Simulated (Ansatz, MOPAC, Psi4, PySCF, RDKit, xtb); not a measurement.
Pair of molecules: HF (SMILES F) (first 2 atoms) with C3H8 (SMILES CCC); geometry from B3LYP-D3(BJ)/def2-TZVP, rigid monomers moved along the line of their centres of mass till H2···C5 is 2.14 Å.
(charge 0, multiplicity 1):
```xyz
13

F     -0.3619     0.0912     0.3687
H     -0.4978     0.3562     1.2480
C      0.7688    -1.0798     3.3121
C      0.0289    -0.0332     4.1410
C     -0.7837     0.9344     3.2844
H      1.3415    -1.7578     3.9468
H      0.0729    -1.6842     2.7250
H      1.4665    -0.6110     2.6138
H      0.7461     0.5338     4.7408
H     -0.6376    -0.5312     4.8504
H     -1.3085     1.6773     3.8870
H     -0.1338     1.4890     2.5982
H     -1.5480     0.3997     2.7093
```

```tsv
level	interaction energy (kJ/mol)	cost
UFF	145.3	-
GFN-FF	9.8	-
AM1	8.8	-
PM3	-8.7	-
PM6	-0.2	-
PM7	1.5	-
GFN1-xTB	-4.1	-
GFN2-xTB	-10.1	-
HF/STO-3G (no counterpoise)	21.5	-
HF/3-21G (no counterpoise)	-0.4	-
HF/6-31G*	11.0	-
HF/6-31G* (no counterpoise)	3.5	-
HF/aug-cc-pVDZ	6.4	-
PBE/def2-TZVPPD	-5.6	×1
PBE-D3(BJ)/def2-TZVPPD	-9.6	×1
PBE-D4/def2-TZVPPD	-8.6	×1
BP86/6-31G* (no counterpoise)	-7.0	-
r2SCAN/def2-TZVPPD	-8.7	×2
r2SCAN-D3(BJ)/def2-TZVPPD	-10.1	×2
r2SCAN-D4/def2-TZVPPD	-9.7	×2
B3LYP/3-21G (no counterpoise)	-12.6	-
B3LYP/6-31G*	2.8	-
B3LYP/6-31G* (no counterpoise)	-8.6	-
B3LYP/6-311+G** (no counterpoise)	-2.1	-
B3LYP/def2-TZVPPD	-0.9	×1
B3LYP-D3(BJ)/def2-TZVPPD	-7.1	×1
B3LYP-D4/def2-TZVPPD	-5.3	×1
PBE0/def2-TZVPPD	-5.3	×1
PBE0-D3(BJ)/def2-TZVPPD	-8.8	×1
PBE0-D4/def2-TZVPPD	-7.9	×1
M06-2X/6-31G* (no counterpoise)	-12.2	-
wB97X-V/def2-TZVPPD	-7.1	×2
wB97M-V/def2-TZVPPD	-7.2	×3
MP2/6-31G*	6.8	-
MP2/6-31G* (no counterpoise)	-6.9	-
MP2/aug-cc-pVDZ	-2.2	-
SCS-MP2/aug-cc-pVDZ	0.7	-
CCSD/aug-cc-pVDZ	-0.8	-
CCSD(T)/aug-cc-pVDZ	-2.2	×10
SAPT0/jun-cc-pV(D+d)Z	-1.6	-
```

The rows run from -12.6 (B3LYP/3-21G (no counterpoise)) to 145.3 kJ/mol (UFF). In aug-cc-pVDZ the value moves HF 6.4, MP2 -2.2, CCSD -0.8, CCSD(T) -2.2, a shift of -8.6 from HF to CCSD(T). The dispersion term adds -4.0 in PBE-D3(BJ), -3.0 in PBE-D4, -1.3 in r2SCAN-D3(BJ). The 6 functionals in def2-TZVPPD without D3 or D4 span 7.9, from r2SCAN to B3LYP.

Counterpoise-corrected where a basis set is named; no monomer relaxation. Rows marked so take none. RDKit's UFF carries no charges.

Correlated levels freeze the cores. Rows in 3-21G, 6-311+G**, 6-31G*, STO-3G carry no dispersion term and start afresh at each structure (6-31G* with six Cartesian d functions). MP2/6-31G* freezes PySCF's default core. The state that AM1, PM3, PM6, PM7 reach isn't checked; PM7 holds dispersion and hydrogen-bond terms.

Codes used: Ansatz (a program for electronic structure); MOPAC for AM1, PM3, PM6, PM7 (differences of heats of formation); Psi4 for SAPT; PySCF for 3-21G rows, 6-311+G** rows, 6-31G* rows, STO-3G rows, the dispersion terms; RDKit for the force fields; xtb for the GFN methods. Each number belongs to the level named beside it.

Costs are rough ratios of core time to PBE/def2-TZVPPD (about 12 s over the structures, on one shared machine); a dash marks a level with no comparable run of its own.
